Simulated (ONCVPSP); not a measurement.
# Configuration tests for Co (Z = 27) (ONCV)

- Element: Co (Z = 27)
- Generator: ONCVPSP 4.0.1
- Type: optimised norm-conserving Vanderbilt (ONCV)
- Functional: PBE
- Relativity: scalar-relativistic
- Frozen core: [Ne]
- Valence charge: 17
- Reference configuration: 3s2 3p6 3d7 4s2
- Partial waves: 3s+4s: rc 1.05 bohr, ncon 4, nbas 7, qcut 13.3 1/bohr, 2 projectors; 3p: rc 0.80 bohr, ncon 3, nbas 7, qcut 10.1 1/bohr, 2 projectors, debl 1.2 Ha; 3d: rc 1.75 bohr, ncon 4, nbas 9, qcut 10 1/bohr, 3 projectors, debl 3.2 Ha
- Local potential: polynomial inside 0.75 bohr (lpopt 5, dvloc0 0 Ha)
- Core correction: none

In the p channel the program set the typed energies aside and used -2.412, 0.250 Ha.

Energies are relative to the spin-unpolarised reference configuration 3s2 3p6 3d7 4s2; without spin polarisation the order of configurations can differ from experiment.

| valence configuration | charge | ΔE all-electron (eV) | error AE − PS (meV) |
| --- | --- | --- | --- |
| 3s2 3p6 3d7 4s1 | +1 | 9.031 | +1.6 |
| 3s2 3p6 3d7 4s0 | +2 | 25.816 | +8.4 |
| 3s2 3p6 3d6 4s0 | +3 | 61.686 | +44 |

Task: What are ΔE and the potential's error for 3s2 3p6 3d5 4s0?

Result: ΔE = 117.038 eV all-electron; the error (AE − PS) is +582 meV.
